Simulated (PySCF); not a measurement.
What the settings do

Molecule: SMILES NC(=O)C1=CCCC=C1, C$_{7}$H$_{9}$NO; geometry GFN2-xTB.

Geometry:
| atom | x (Å) | y (Å) | z (Å) |
| --- | --- | --- | --- |
| N1 | 2.830 | -0.675 | -0.519 |
| C2 | 2.157 | 0.400 | -0.032 |
| O3 | 2.739 | 1.369 | 0.413 |
| C4 | 0.674 | 0.295 | -0.084 |
| C5 | -0.063 | 1.032 | 0.757 |
| C6 | -1.556 | 0.976 | 0.738 |
| C7 | -2.045 | -0.407 | 0.306 |
| C8 | -1.274 | -0.897 | -0.884 |
| C9 | 0.008 | -0.580 | -1.044 |
| H10 | 3.834 | -0.675 | -0.444 |
| H11 | 2.365 | -1.534 | -0.751 |
| H12 | 0.424 | 1.715 | 1.437 |
| H13 | -1.913 | 1.735 | 0.030 |
| H14 | -1.962 | 1.231 | 1.718 |
| H15 | -1.901 | -1.119 | 1.129 |
| H16 | -3.113 | -0.378 | 0.085 |
| H17 | -1.783 | -1.550 | -1.577 |
| H18 | 0.570 | -0.930 | -1.898 |

All runs: PySCF 2.14.0 with density-fitted response routines, non-relativistic, gas phase unless a solvent (IEF-PCM) is named; grid level 2, GIAOs and SCF threshold 1e-9 unless changed. The yardstick, PBE0/pcSseg-1, gives these isotropic shieldings σ (ppm, equivalent atoms averaged): C2 18.6, C9 57.2, C6 160.5, C7 161.7, H17 25.51, H11 26.79, H15/H16 29.50.

**Question.** What do these inputs give? (1) B3LYP/pcSseg-1; guess vsap; (2) CAM-B3LYP/pcSseg-1; max_cycle 5; (3) SCAN/pcSseg-1; max_cycle 77; squeeze 0.5; altered: squeeze 0.5

**Answer.** 
```
run        outcome  functions  wall time    C2    C9     C6     C7    H17    H11  H15/H16
  1      converged        198       96 s  12.7  51.5  154.3  155.3  25.71  26.97    29.61
  2  not converged        198       35 s     –     –      –      –      –      –        –
  3        refused          –    2.9 min     –     –      –      –      –      –        –
```

Times are on shared hosts with different chips, so compare them loosely.

**Question.** Comment on the technical settings and failures.

**Answer.** 
- Run 1: The functional differs from the yardstick's, which in itself moves the values. The starting guess changes the path of the SCF (14 cycles), not the solution, provided the same state is reached.
- Run 2: The SCF stopped after 5 cycles without meeting its threshold and the cycle limit at 5, so no response property followed.
- Run 3: The program stopped with: NotImplementedError: meta-GGA GIAO One bond was set to 0.5 of its length.

Runs 2, 3 were set up unsoundly or failed; their numbers aren't to be quoted as properties of the molecule.
